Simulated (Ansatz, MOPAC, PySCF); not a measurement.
Isomers of CHNO: 1 is N=C=O, 2 is N#CO; one conformer of each (the lowest of an xTB search), B3LYP-D3(BJ)/def2-TZVP minima.
Isomer 1 (charge 0, multiplicity 1):
```xyz
4

N     -0.65593     0.25972     0.29531
C      0.48834     0.05404    -0.03880
O      1.62372    -0.02891    -0.28166
H     -1.45614    -0.28486     0.02515
```
Isomer 2 (charge 0, multiplicity 1):
```xyz
4

N      1.6183    -0.0956    -0.0516
C      0.4832     0.0651     0.0751
O     -0.7767     0.2990     0.2695
H     -1.3248    -0.2685    -0.2930
```

No zero-point or thermal terms.

Rows in STO-3G carry no dispersion term and start afresh at each structure. The state that PM6 reach isn't checked.

The values were computed with Ansatz (Gaussian basis) for Hartree–Fock, density functionals and correlated methods; MOPAC for PM6 (differences of heats of formation); PySCF for STO-3G rows. Values without a source in brackets are computed.

One of these levels gives 30.45 kcal/mol for the electronic energy of isomer 2 less that of isomer 1. Which one is it?
A. PBE/def2-TZVPP
B. PM6
C. HF/STO-3G
D. HF/cc-pVTZ

A, PBE/def2-TZVPP. The others give 20.05 (PM6), -5.37 (HF/STO-3G), 24.33 (HF/cc-pVTZ)

Ansatz is a quantum-chemistry and plane-wave program.
